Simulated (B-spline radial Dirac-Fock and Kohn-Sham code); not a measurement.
## Scattering functions of La²¹⁺

System: lanthanum as La²¹⁺, configuration 1s2 2s2 2p6 3s2 3p6 3d10 4s2 4p6.

Input file task.json (cfg lists n, l and occupation; rrms is the nuclear radius in fm):

```json
{"items": [{
  "Z": 57,
  "q": 21,
  "cfg": [[1, 0, 2], [2, 0, 2], [2, 1, 6], [3, 0, 2], [3, 1, 6], [3, 2, 10], [4, 0, 2], [4, 1, 6]],
  "A": 139,
  "rrms": 4.855,
  "do": ["scatter"],
  "s": [0.0, 0.05, 0.1, 0.15, 0.2, 0.25, 0.3, 0.35, 0.4, 0.45, 0.5, 0.6, 0.7, 0.8, 0.9, 1.0, 1.1, 1.2, 1.4, 1.6, 1.8, 2.0, 2.5, 3.0, 3.5, 4.0, 5.0, 6.0],
  "pz": [0, 0.1, 0.14, 0.21, 0.3, 0.44, 0.63, 0.91, 1.3, 1.9, 2.8, 4.0, 5.8, 8.4, 12.0, 17.0, 25.0, 37.0, 53.0, 76.0, 110.0],
  "hv_scatter": [2000, 5000, 17479.3, 50000, 100000, 200000, 500000, 1000000]
}]}
```

Run with: `python xray_run.py task.json out`

The computed values come from a B-spline atomic structure program: Dirac-Fock densities. f₀ is the Fourier transform of the spherical electron density, S the Waller-Hartree incoherent function, and s = sin θ/λ.

```
s (Å⁻¹)      f₀       S
      0  36.000   0.000
   0.05  35.907   0.094
    0.1  35.630   0.369
   0.15  35.178   0.810
    0.2  34.564   1.395
   0.25  33.806   2.094
    0.3  32.925   2.878
   0.35  31.944   3.719
    0.4  30.888   4.590
   0.45  29.780   5.473
    0.5  28.644   6.352
    0.6  26.369   8.064
    0.7  24.197   9.685
    0.8  22.209  11.203
    0.9  20.441  12.607
      1  18.888  13.889
    1.1  17.523  15.051
    1.2  16.309  16.103
    1.4  14.195  17.956
    1.6  12.354  19.591
    1.8  10.723  21.080
      2   9.312  22.439
    2.5   6.835  25.281
      3   5.558  27.432
    3.5   4.853  29.059
      4   4.309  30.314
      5   3.285  32.076
      6   2.435  33.169
```

f₀ starts at the number of electrons, 36, and has fallen to half at s ≈ 1.07 Å⁻¹. The sum of ⟨r²⟩ over the electrons is 5.075 bohr².
